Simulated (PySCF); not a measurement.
MnO3Br (singlet state).
SMILES: `[O]=[Mn](=[O])(=[O])[Br]`

Computed with PySCF, PBE0-D3(BJ)/def2-SVP geometry optimisation, gas phase.

Masses are those of the commonest isotopes; rigid-rotor values at the optimised geometry. 

(1) What are A, B and C (GHz)?

(2) Classify the top.

(3) Where do the R-branch lines fall?

## Answers

(1) Ia = 103.04, Ib = 329.03, Ic = 329.12 u·Å²; 505379 MHz·u·Å²/I gives 4905, 1536 and 1536 MHz, that is A = 4.9049, B = 1.5360, C = 1.5356 GHz.

(2) A prolate symmetric top, as the point group C3v requires two equal moments; Ray's κ = -1.000.

(3) The dipole of 0.70 D lies along the symmetry axis, so ΔK = 0 and J+1 ← J falls at 2B(J+1) for every K: 3.07 GHz, 6.14 GHz, 9.21 GHz, 12.29 GHz, 15.36 GHz for J = 0 to 4.

Stationary, but not proved a minimum. These are rigid-rotor constants of the computed structure; measured ground-state constants (B0) also hold zero-point vibration.

Hardware: one thread of an x86-64 server (shared host). Cost: 56 s of wall time. That covers the optimisation of the geometry.
